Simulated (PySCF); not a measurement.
## Electron affinity of In by level of theory

In⁻ [Kr] 4d10 5s2 5p2 (3P) → In [Kr] 4d10 5s2 5p1 (2P), as a difference of total energies. Computed with PySCF 2.14 in dyall-av2z (22s16p12d, 130 functions), with no relativity, point nucleus. Correlated levels: valence: [Kr] 4d10 frozen; virtual orbitals above 40 to 60 times the deepest correlated orbital energy dropped. The calculations carry no spin-orbit coupling.

```tsv
method	electron affinity (eV)	plus first-order spin-orbit estimate	difference from reference of that sum (eV)
UHF	0.160	0.112	-0.272
LDA	0.700	0.652	+0.268
PBE	0.605	0.557	+0.173
PBE0	0.577	0.529	+0.145
r2SCAN	0.650	0.602	+0.218
HSE06	0.599	0.551	+0.167
CAM-B3LYP	0.464	0.416	+0.032
MP2 (valence)	0.397	0.349	-0.035
SCS-MP2 (valence)	0.321	0.273	-0.111
```

Reference: 0.384 eV (measured; photodetachment measurements, as compiled on the Wikipedia data page of electron affinities).

A first-order spin-orbit estimate (lowest level to lowest level, LS coupling) adds -0.048 eV.

These non-relativistic numbers lack the scalar-relativistic shift.

In the anion the highest occupied orbital energy is positive at LDA, PBE, PBE0, r2SCAN, HSE06, CAM-B3LYP; the basis confines that electron, and the energy difference can still be sensible.
